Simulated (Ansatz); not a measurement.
A nudged elastic band was laid between two geometries of CH4BFTe (8 atoms, charge 0, multiplicity 1).

Computed with RKS PBE/def2-SVP in Ansatz 0.2.0.

```
movable images  : 7
climbing image  : yes
spring          : 5.0 eV/Å²
optimiser       : quadratic models (default)
start path      : IDPP
force threshold : 0.03 eV/Å
iteration limit : 60
end points      : relaxed
```

First end point:

```xyz
8
Properties=species:S:1:pos:R:3
C -0.729 1.072 -0.555
Te 0.351 0.639 1.294
B 0.934 -1.342 0.676
F 1.671 -2.106 1.483
H -1.432 0.247 -0.765
H -1.286 2.013 -0.394
H -0.008 1.194 -1.382
H 0.592 -1.775 -0.412
```

Last end point:

```xyz
8
Properties=species:S:1:pos:R:3
C -0.129 1.038 -0.967
Te 1.137 0.601 0.756
B 0.197 -1.289 1.184
F 0.617 -2.031 2.209
H 0.507 1.112 -1.867
H -0.855 0.211 -1.076
H -0.657 1.991 -0.786
H -0.724 -1.689 0.490
```

Problem. Which bonds break or form, and what moves?

Solution. No bond is made or broken. The dihedral H5–C1–Te2–B3 goes from 51 to -118°.

Problem. What energy profile does the band end with?

Solution. The forces met the threshold. The highest image is number 5 of 0 to 8, 0.1 kJ/mol above the first end and 1.2 kJ/mol above the last; the last end lies 1.2 kJ/mol below the first. A structure lower than the first end lies on the path between it and the top, so the climb from that side starts below the end, which may itself be a saddle point or a shallow side well. The top lies less than 8 meV above the higher end, about what the thresholds resolve: that end is a shoulder or a very shallow well. A vibrational analysis at the climbing image gives one clearly imaginary mode, 63i cm⁻¹: a first-order saddle point.

```tsv
image	path coordinate (Å)	energy (kJ/mol)	dihedral H5–C1–Te2–B3 (°)
0	0.00	0.0	51
1	0.54	-0.5	30
2	1.09	-1.1	8
3	1.63	-1.0	-14
4	2.17	-0.4	-35
5	2.72	0.1	-56
6	3.26	-0.1	-77
7	3.80	-0.7	-97
8	4.35	-1.2	-118
```

Problem. What is the geometry of the highest image?

Solution. 
```xyz
8
Properties=species:S:1:pos:R:3
C -0.058 0.873 -1.119
Te 1.364 0.397 0.469
B 0.101 -1.096 1.374
F 0.510 -1.746 2.465
H -0.307 -0.049 -1.673
H -0.964 1.324 -0.678
H 0.437 1.596 -1.792
H -0.991 -1.356 0.897
```

The band took 13 iterations and of the order of 110 core-seconds.

Time of the run: 110 s on 1 thread of Intel(R) Xeon(R) 6975P-C (Granite Rapids), on a shared host, peak memory 0.27 GiB.
